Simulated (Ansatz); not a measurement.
`O=C(Cl)C(F)(F)F` at its PBE0-D4/def2-TZVP geometry, where that method's forces vanish. Total charge 0; spin multiplicity 1.

```xyz
7

O     1.5269   -0.4197    1.0142
C     0.7988    0.2202    0.3481
Cl    1.1112    1.8579   -0.1597
C    -0.5606   -0.3012   -0.1833
F    -0.7551   -1.5407    0.2267
F    -0.5708   -0.2790   -1.5115
F    -1.5505    0.4626    0.2655
```

Task: What forces (eV/Å) does r2SCAN-D4/def2-TZVPP give on these atoms in the Gaussian-basis code of Ansatz? (Estimate.)

Result: Ansatz gave: 
```
O1   0.312 -0.287  0.291
C2  -0.239 -0.025 -0.120
Cl3  0.028  0.310 -0.114
C4   0.269  0.124  0.097
F5  -0.051 -0.365  0.124
F6  -0.010  0.008 -0.411
F7  -0.310  0.234  0.133
```
